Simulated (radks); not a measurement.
Q: Coulomb parameter of the 3d shell of the vanadium ion V3+ in the model configuration [Ar] 3d1 4s1, as a second difference U = [E(n + 0.5) + E(n - 0.5) - 2 E(n)] / (0.5)^2 with all orbitals relaxed. "Bare": the charge of the atom changes with n. "Screened": the 4s shell takes up the change at fixed total charge, which measures U(3d,3d) + U(4s,4s) - 2 U(3d,4s). Calculated with a radial shooting solver on a logarithmic mesh with Libxc functionals: scalar-relativistic Kohn-Sham, PBE, spin-unpolarised, spherical densities, finite nucleus; Fermi nuclear charge, rms radius 3.6002 fm. Estimate both.

A: U(bare) = 18.147 eV, U(screened by 4s) = 4.381 eV, against the Slater integral F0(3d,3d) = 22.511 eV with frozen orbitals.
